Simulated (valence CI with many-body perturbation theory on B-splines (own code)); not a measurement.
## Energy levels of Tl⁷⁶⁺

Level of theory: relativistic CI+MBPT: three valence electrons over a frozen Dirac-Fock core [He], radial functions for each j: 11 s, 11 p, 9 d, 7 f, 5 g, 2 h, 1 i, with the one-electron correlation potential Σ1 (screened to all orders), the two-electron term Σ2, the three-electron term Σ3, Breit, model QED; selected single and double excitations, second order for the rest (own B-spline code, finite nucleus).

No measured spectrum was set against this ion. As an estimate, large intervals hold to a few tenths of a per cent, small ones and those within an open d or f shell to about a per cent.

Levels 46 to 90 of 103, with energies above the lowest level, (2s^2 2p1/2) J=1/2. "Leading %" is the weight of the configuration and term that name the level; weights of strongly mixed levels are sums over their largest components and can fall short. In the jj column 3d3/2^4 stands for four electrons in 3d with j = 3/2. Lifetimes count E1, E2, E3, M1 and M2 decay at the calculated energies, and are blank where another channel may lead or the interval is too uncertain; long ones can be off by a factor of two.

```
No.  Configuration  Term    J  E (× 10³ cm⁻¹)  Leading %  Lifetime   Second component                 Leading jj
 46       2s 2p 3s   2P°  1/2          126850         90   1.65 fs  10 % 2s 2p 3s 4P°        2s 2p3/2 3s (100 %)
 47       2s 2p 3p    4P  3/2          126880         45   3.68 fs   27 % 2s 2p 3p 4S     2s 2p3/2 3p1/2 (100 %)
 48       2s 2p 3p    2D  5/2          126880         44   1.43 fs   38 % 2s 2p 3p 4D     2s 2p3/2 3p1/2 (100 %)
 49       2s 2p 3s   2P°  3/2          126920         82   3.29 fs  18 % 2s 2p 3s 4P°         2s 2p3/2 3s (99 %)
 50       2s 2p 3p    2P  1/2          127680         47   1.39 fs   22 % 2s 2p 3p 2S      2s 2p3/2 3p1/2 (99 %)
 51       2s 2p 3p    2D  3/2          127690         61   2.11 fs   20 % 2s 2p 3p 2P      2s 2p3/2 3p1/2 (99 %)
 52         2p2 3s    4P  3/2          128680         87   3.86 fs     11 % 2p2 3s 2P      2p1/2 2p3/2 3s (99 %)
 53         2p2 3s    2P  1/2          128770         66   1.89 fs     33 % 2p2 3s 4P      2p1/2 2p3/2 3s (99 %)
 54         2p2 3s    2D  5/2          128820         65   3.51 fs     34 % 2p2 3s 4P      2p1/2 2p3/2 3s (99 %)
 55         2p2 3s    2D  3/2          128900         64   1.99 fs     34 % 2p2 3s 2P     2p1/2 2p3/2 3s (100 %)
 56         2p2 3p   4P°  1/2          129290         49    841 as    28 % 2p2 3p 4D°  2p1/2 2p3/2 3p1/2 (100 %)
 57         2p2 3p   4D°  3/2          129340         55    837 as    23 % 2p2 3p 2D°  2p1/2 2p3/2 3p1/2 (100 %)
 58         2p2 3p   2F°  5/2          129440         50    838 as    30 % 2p2 3p 2D°  2p1/2 2p3/2 3p1/2 (100 %)
 59         2p2 3p   2P°  3/2          129890         43    910 as    24 % 2p2 3p 2D°   2p1/2 2p3/2 3p1/2 (99 %)
 60       2s 2p 3p    4D  7/2          131960        100    108 fs                        2s 2p3/2 3p3/2 (100 %)
 61       2s 2p 3p    2P  3/2          132070         55   1.86 fs   32 % 2s 2p 3p 4S     2s 2p3/2 3p3/2 (100 %)
 62       2s 2p 3p    4P  5/2          132240         52   2.01 fs   43 % 2s 2p 3p 2D     2s 2p3/2 3p3/2 (100 %)
 63       2s 2p 3p    2S  1/2          132290         48   1.10 fs   39 % 2s 2p 3p 2P     2s 2p3/2 3p3/2 (100 %)
 64       2s 2p 3d   4D°  5/2          132610         44    397 as  22 % 2s 2p 3d 2D°     2s 2p3/2 3d3/2 (100 %)
 65       2s 2p 3d   4D°  3/2          132670         43    364 as  40 % 2s 2p 3d 4P°     2s 2p3/2 3d3/2 (100 %)
 66       2s 2p 3d   4F°  7/2          132690         44    425 as  43 % 2s 2p 3d 2F°      2s 2p3/2 3d3/2 (98 %)
 67       2s 2p 3d   4P°  1/2          132720         82    409 as  16 % 2s 2p 3d 4D°     2s 2p3/2 3d3/2 (100 %)
 68       2s 2p 3p    2D  5/2          132860         71   2.35 fs   16 % 2s 2p 3p 4D     2s 2p3/2 3p3/2 (100 %)
 69       2s 2p 3p    2P  3/2          133040         57   2.58 fs   29 % 2s 2p 3p 2D     2s 2p3/2 3p3/2 (100 %)
 70       2s 2p 3p    2S  1/2          133080         59   21.6 fs   20 % 2s 2p 3p 2P     2s 2p3/2 3p3/2 (100 %)
 71       2s 2p 3d   2D°  3/2          133440         62    389 as  13 % 2s 2p 3d 4F°      2s 2p3/2 3d3/2 (95 %)
 72       2s 2p 3d   2F°  5/2          133480         68    416 as  15 % 2s 2p 3d 2D°     2s 2p3/2 3d3/2 (100 %)
 73       2s 2p 3d   2P°  1/2          133570         71    352 as  24 % 2s 2p 3d 4D°      2s 2p3/2 3d3/2 (99 %)
 74       2s 2p 3d   4F°  9/2          133820        100   2.28 ps                        2s 2p3/2 3d5/2 (100 %)
 75       2s 2p 3d   2D°  5/2          134040         41    481 as  33 % 2s 2p 3d 4P°      2s 2p3/2 3d5/2 (99 %)
 76       2s 2p 3d   4D°  7/2          134100         51    319 as  41 % 2s 2p 3d 2F°      2s 2p3/2 3d5/2 (97 %)
 77       2s 2p 3d   2P°  3/2          134180         40    480 as  40 % 2s 2p 3d 2D°      2s 2p3/2 3d5/2 (92 %)
 78       2s 2p 3d   2P°  1/2          134330         79    429 as   7 % 2s 2p 3d 4D°      2s 2p3/2 3d5/2 (92 %)
 79         2p2 3p   4D°  5/2          134610         51   1.53 fs    34 % 2p2 3p 4P°   2p1/2 2p3/2 3p3/2 (98 %)
 80         2p2 3p   2F°  7/2          134660         35   1.12 fs  31 % 2s 2p 3d 2F°   2p1/2 2p3/2 3p3/2 (53 %)
 81         2p2 3p   2P°  1/2          134670         37   1.31 fs    28 % 2p2 3p 4P°   2p1/2 2p3/2 3p3/2 (94 %)
 82         2p2 3p   2D°  3/2          134710         50   1.36 fs    17 % 2p2 3p 4P°   2p1/2 2p3/2 3p3/2 (95 %)
 83       2s 2p 3d   2F°  7/2          134850         38   1.84 fs    30 % 2p2 3p 2F°      2s 2p3/2 3d5/2 (54 %)
 84       2s 2p 3d   2D°  5/2          134880         49    364 as  13 % 2s 2p 3d 2F°      2s 2p3/2 3d5/2 (78 %)
 85       2s 2p 3d   2P°  3/2          134930         22    769 as    21 % 2p2 3p 4S°   2p1/2 2p3/2 3p3/2 (64 %)
 86       2s 2p 3d   2P°  3/2          134940         40    598 as    13 % 2p2 3p 4S°      2s 2p3/2 3d5/2 (63 %)
 87         2p2 3p   2D°  5/2          135060         52    778 as  12 % 2s 2p 3d 2D°   2p1/2 2p3/2 3p3/2 (78 %)
 88         2p2 3d    4F  3/2          135150         43   1.20 fs     25 % 2p2 3d 2P  2p1/2 2p3/2 3d3/2 (100 %)
 89         2p2 3d    4F  5/2          135150         52   3.08 fs     39 % 2p2 3d 2F  2p1/2 2p3/2 3d3/2 (100 %)
 90         2p2 3d    4D  1/2          135210         78   2.12 fs     15 % 2p2 3d 2P  2p1/2 2p3/2 3d3/2 (100 %)
```

Where two levels of one J and parity lie close, their mixing, g and order are uncertain.
